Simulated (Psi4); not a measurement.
C$_{2}$H$_{6}$BCl (SMILES CB(C)Cl), singlet, at a GFN2-xTB geometry.

Here is a job for Psi4.
```
memory 2 GB

molecule {
0 1
B    -0.34120890   -0.05494083    0.06922011
Cl    1.31737130    0.21165698   -0.26623350
C    -0.74028388   -0.96938481    1.29424209
H    -1.68279411   -1.48857700    1.13714408
H    -0.87759584   -0.34579220    2.17868489
H     0.01858700   -1.70493447    1.55021912
C    -1.42962140    0.62064599   -0.85556640
H    -2.36100976    0.81692129   -0.32998274
H    -1.67554314   -0.05597241   -1.67503497
H    -1.09148008    1.54732316   -1.31321576
}

set {
  basis cc-pvdz
  freeze_core true
}

energy('ccsd(t)')
print_variables()
```

**Question.** What total energy does CCSD(T)/cc-pVDZ in Psi4 give?

**Answer.** -564.0598 Eh

**Question.** Predict the number of basis functions from CCSD(T)/cc-pVDZ.

**Answer.** 90

**Question.** Give the coupled-cluster correlation energy (without the perturbative part) at the level CCSD(T)/cc-pVDZ.

**Answer.** -0.5598 Eh

**Question.** Roughly what does it cost on one core?

**Answer.** very roughly 23 core-seconds.
